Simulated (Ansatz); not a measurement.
`SBBCl` + H₂ → `BBCl` + H₂S at 500 K and 1 bar (hydrogenolysis of a B–S bond).

Calculated with Ansatz (gas phase, PBE0-D4/def2-TZVP geometries, no zero-point term in ΔE). CCSD(T)/CBS is the MP2 limit (def2-TZVPP, def2-QZVPP) plus CCSD(T) − MP2 in def2-TZVPP, frozen cores. This one scheme is used for every species. One conformer a species, not always the lowest.

| species | CCSD(T)/CBS energy (Eh) | H − E (kJ/mol) | S (J/(mol·K)) |
| --- | --- | --- | --- |
| `SBBCl` | -908.98400 | 131.1 | 369.0 |
| H₂ | -1.17544 | 41.0 | 145.5 |
| `BBCl` | -511.15624 | 115.9 | 318.9 |
| H₂S | -398.97279 | 57.0 | 224.0 |

H − E and S are ideal-gas, rigid-rotor, harmonic terms from PBE0-D4/def2-TZVP, for one conformer and one mirror image of each species. The MP2-based limit puts H₂ 0.8 mEh under its directly extrapolated value; such offsets cancel only in part. 1 Eh = 2625.50 kJ/mol, R = 8.31446 J/(mol·K).

Problem. By hand: ΔE, ΔH, ΔS and ΔG.

Solution. ΔE = (-511.15624) + (-398.97279) − (-908.98400) − (-1.17544) = 0.03041 Eh = 79.8 kJ/mol. Δ(H − E) = 115.9 + 57.0 − 131.1 − 41.0 = 0.8, so ΔH = 80.6 kJ/mol. ΔS = 318.9 + 224.0 − 369.0 − 145.5 = 28.4 J/(mol·K). ΔG = 80.6 − 500 × (28.4)/1000 = 66.4 kJ/mol.

Problem. By hand: the equilibrium constant, and the temperature at which ΔG would vanish if ΔH and ΔS stayed fixed.

Solution. log₁₀ K = −ΔG/(RT ln 10) = -6.9. ΔG = 0 at ΔH/ΔS = 2838 K, far beyond where these terms or the molecules hold.

ΔH outweighs TΔS. A doubt of 5 kJ/mol in ΔE shifts log₁₀ K by 0.5 here. Other conformers and mirror images would add mixing entropy, several J/(mol·K) or more a flexible species. These are equilibria of isolated gas molecules and say nothing of rates. Largest T1 diagnostic: 0.015 (customary marks: 0.02 for closed shells, 0.045 for open ones).
